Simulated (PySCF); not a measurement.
BH6P3. Atoms are numbered in the order given.

```xyz
10

B      0.0415    -0.0144     0.0000
P      0.1255     1.8855     0.0000
H     -0.7677     2.2100     1.0766
H     -0.7677     2.2100    -1.0766
P     -0.1203    -0.9508     1.6501
H      0.6440    -0.0870     2.5040
H      0.8828    -1.9664     1.4940
P     -0.1203    -0.9508    -1.6501
H      0.8828    -1.9664    -1.4940
H      0.6440    -0.0870    -2.5040
```
Charge 0, spin multiplicity 1.

Geometry: PBE-D3(BJ)/def2-SVP. One conformer was computed; it need not be the lowest.

All values below come from PBE-D3(BJ)/def2-SVP in PySCF.

Frequencies are harmonic and unscaled.

Computed harmonic wavenumbers and intensities:
| mode | ν (cm⁻¹) | IR (km/mol) | Raman (Å⁴/amu) | depolarisation | moving atoms (share of kinetic energy) |
|---|---|---|---|---|---|
| 1 | 158 | 0.2 | 1.6 | 0.75 | P 76 %, H 18 % |
| 2 | 163 | 0.5 | 2.5 | 0.75 | P 81 %, H 12 % |
| 3 | 180 | 0.1 | 0.4 | 0.75 | H 96 % |
| 4 | 225 | 15.0 | 1.3 | 0.47 | H 93 % |
| 5 | 227 | 11.3 | 1.0 | 0.75 | H 93 % |
| 6 | 274 | 7.9 | 2.3 | 0.52 | B 55 %, H 35 %, P 10 % |
| 7 | 376 | 0.8 | 7.4 | 0.04 | P 93 % |
| 8 | 499 | 48.6 | 19.3 | 0.75 | H 78 %, P 17 % |
| 9 | 564 | 16.6 | 53.6 | 0.36 | H 84 %, P 9 % |
| 10 | 623 | 30.0 | 26.8 | 0.39 | H 60 %, B 27 %, P 13 % |
| 11 | 673 | 0.1 | 1.4 | 0.75 | H 96 % |
| 12 | 684 | 13.4 | 30.5 | 0.75 | H 80 %, B 11 %, P 9 % |
| 13 | 694 | 10.0 | 24.1 | 0.75 | H 78 %, B 14 %, P 8 % |
| 14 | 914 | 29.2 | 3.7 | 0.70 | B 62 %, H 32 % |
| 15 | 921 | 35.4 | 6.4 | 0.75 | B 64 %, H 31 % |
| 16 | 1048 | 44.2 | 32.1 | 0.75 | H 91 % |
| 17 | 1058 | 19.8 | 36.6 | 0.58 | H 94 % |
| 18 | 1075 | 36.9 | 17.6 | 0.65 | H 93 % |
| 19 | 2333 | 21.0 | 418.2 | 0.10 | H 97 % |
| 20 | 2335 | 34.7 | 63.3 | 0.75 | H 97 % |
| 21 | 2341 | 62.6 | 234.2 | 0.07 | H 97 % |
| 22 | 2356 | 17.6 | 114.4 | 0.75 | H 96 % |
| 23 | 2362 | 48.4 | 112.1 | 0.75 | H 97 % |
| 24 | 2362 | 52.3 | 160.7 | 0.74 | H 97 % |
